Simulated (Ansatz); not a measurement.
Cost and result for the atomization energy of C$_{2}$H$_{7}$GeN, SMILES `C[N](C)[GeH]` (11 atoms, 10 bonds).

```
atom   x (Å)   y (Å)   z (Å)
  C1  -0.081  -1.387   0.122
  N2  -0.364   0.014  -0.092
  C3   0.798   0.847   0.110
 Ge4  -2.046   0.540  -0.558
  H5   0.280  -1.567   1.143
  H6   0.696  -1.743  -0.568
  H7  -0.979  -1.986  -0.035
  H8   0.548   1.891  -0.066
  H9   1.610   0.558  -0.571
 H10   1.181   0.744   1.134
 H11  -1.642   2.089  -0.618
```

Charge 0, multiplicity 1. Correlated methods include outer-core shells of Ge, which these sets cover unevenly. Scalar relativity is left out up to krypton. Geometry: relaxed with PBE0-D4/def2-TZVP. Program: Ansatz. All runs use 4 threads of an AMD EPYC 9R45 on a shared host. Times are those of one run each, without the atoms' runs, and a repeat can differ threefold. Electronic energies, without spin–orbit coupling; frozen cores. CCSD(T)/CBS adds CCSD(T) − MP2 in def2-TZVPP to the MP2 limit, and its time is that of the two runs behind it. T1 = 0.016. With those shells the extrapolation isn't a true limit.

CCSD(T)/CBS is a level of theory with its own doubt, some kJ/mol a heavy atom from the limit and from the frozen cores, so smaller differences don't rank the functionals.

```
                           level  functions  wall time
          LDA (SPW92)/def2-TZVPP        239      0.6 s
            revPBE-D4/def2-TZVPP        239      0.9 s
              BLYP-D4/def2-TZVPP        239      0.9 s
 PBE-D4/def2-TZVPP (with forces)        239      1.1 s
              PBE0-D4/def2-TZVPP        239      1.2 s
             BHLYP-D4/def2-TZVPP        239      1.3 s
               B2PLYP/def2-TZVPP        239      2.3 s
                CCSD(T)/def2-SVP        109      2.8 s
              ωB97X-V/def2-TZVPP        239      2.9 s
ωB97M-V/def2-TZVPP (with forces)        239      4.1 s
                  MP2/def2-QZVPP        470      9.5 s
              CCSD(T)/def2-TZVPP        239       48 s
               CCSD(T)/CBS(def2)          –       57 s
```

(1) What atomization energy does each give, and how far from CCSD(T)/CBS? (Best estimate.)

Results:

(1) Ansatz gave: 
```csv
level,atomization (kcal/mol),difference from CCSD(T)/CBS,per bond
LDA (SPW92)/def2-TZVPP,1057.9,133.6,13.4
revPBE-D4/def2-TZVPP,921.5,-2.8,-0.3
BLYP-D4/def2-TZVPP,927.6,3.3,0.3
PBE-D4/def2-TZVPP (with forces),942.0,17.7,1.8
PBE0-D4/def2-TZVPP,924.5,0.2,0.0
BHLYP-D4/def2-TZVPP,899.8,-24.5,-2.5
B2PLYP/def2-TZVPP,914.7,-9.6,-1.0
CCSD(T)/def2-SVP,876.0,-48.3,-4.8
ωB97X-V/def2-TZVPP,926.1,1.8,0.2
ωB97M-V/def2-TZVPP (with forces),924.1,-0.2,0.0
MP2/def2-QZVPP,919.6,-4.7,-0.5
CCSD(T)/def2-TZVPP,900.8,-23.5,-2.4
CCSD(T)/CBS(def2),924.3,0.0,0.0
```

From PBE to PBE0 (25 % exact exchange), in def2-TZVPP and without D4, the atomization energy moves by −16.6 kcal/mol: exact exchange takes away binding that semilocal exchange gives to molecules. At CCSD(T), def2-SVP lies −48.3 kcal/mol from the extrapolated value and def2-TZVPP −23.5 kcal/mol: correlation converges slowly with the basis, and small sets miss more of it in the bonded molecule than in its fragments. Leaving LDA and LC-ωPBE aside and taking each functional with its dispersion term where it has one, the values spread over 42.1 kcal/mol, from BHLYP-D4 to PBE-D4. LDA lies +121.2 kcal/mol from PBE without D4, its usual overbinding.
